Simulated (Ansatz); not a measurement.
`OC[SiH2]F` and `COC[SiH2]F` differ in one atom or group.

Ansatz, PBE0-D4/def2-TZVP geometries, multiplicity 1. Each molecule was computed in one conformer, which needn't be the lowest.

```
                                          property  `OC[SiH2]F`
               LUMO energy (B3LYP/def2-TZVPP) / eV        -0.29
                 HOMO energy (PBE/def2-TZVPP) / eV        -6.19
               HOMO energy (B3LYP/def2-TZVPP) / eV        -7.51
size of the dipole moment (ωB97M-V/def2-TZVPP) / D         1.23
               HOMO–LUMO gap (PBE/def2-TZVPP) / eV         5.26
             HOMO–LUMO gap (B3LYP/def2-TZVPP) / eV         7.22
```

(1) Give the same properties after the change, and the shifts. (Best estimate.)

Answers

(1) Computed: 
```
                                          property  `COC[SiH2]F`  shift
               LUMO energy (B3LYP/def2-TZVPP) / eV          0.05   0.34
                 HOMO energy (PBE/def2-TZVPP) / eV         -5.75   0.44
               HOMO energy (B3LYP/def2-TZVPP) / eV         -7.03   0.48
size of the dipole moment (ωB97M-V/def2-TZVPP) / D          2.33   1.10
               HOMO–LUMO gap (PBE/def2-TZVPP) / eV          5.16  -0.10
             HOMO–LUMO gap (B3LYP/def2-TZVPP) / eV          7.07  -0.15
```

With PBE0 the HOMO rises by 0.49 eV and the LUMO rises by 0.32 eV, so the gap narrows by about 0.17 eV. PBE moves the HOMO by 0.44 eV and ωB97M-V by 0.51 eV. Dipoles are sizes alone; their direction can turn.

B3LYP here is the variant with VWN-RPA as its local correlation; programs differ in this.
